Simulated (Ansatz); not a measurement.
Species: CH₆OSSi, SMILES `CS[SiH2]O` (C–S–Si–O torsion 152°, S–Si–O–H torsion -50°) with one electron removed (charge 1, multiplicity 2), formula CH6OSSi.

Question: How many basis functions does frozen-core CCSD(T)/def2-TZVPP // PBE0-D4/def2-TZVP (Ansatz, a quantum-chemistry and plane-wave program) use, how many core orbitals are frozen, and how many electrons are correlated?

Answer: 230 basis functions and 12 frozen orbitals, which leaves 25 correlated electrons. Core time is of the order of minutes.
